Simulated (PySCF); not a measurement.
GeH5Si, SMILES [GeH2][SiH3], multiplicity 2. The structure is a stationary point at PBE0-D3(BJ)/def2-TZVP. The isomer is the one that the SMILES or the coordinates give; other isomers of the formula were not compared.

Computed equilibrium geometry at PBE0-D3(BJ)/def2-TZVP (PySCF confirms it by a frequency run) as bond lengths and angles, and its point group:
point group Cs.
Atoms: Si1 Ge2 H3 H4 H5 H6 H7. Bonded distances (Å): Si1–Ge2 2.369, Si1–H3 1.486, Si1–H4 1.486, Si1–H5 1.489, Ge2–H6 1.542, Ge2–H7 1.542. Angles (°): Ge2–Si1–H3 108.7, Ge2–Si1–H4 108.7, Ge2–Si1–H5 112.6, H3–Si1–H4 109.3, H3–Si1–H5 108.7, H4–Si1–H5 108.7, Si1–Ge2–H6 114.6, Si1–Ge2–H7 114.6, H6–Ge2–H7 109.4.
Charge 0, spin multiplicity 2.
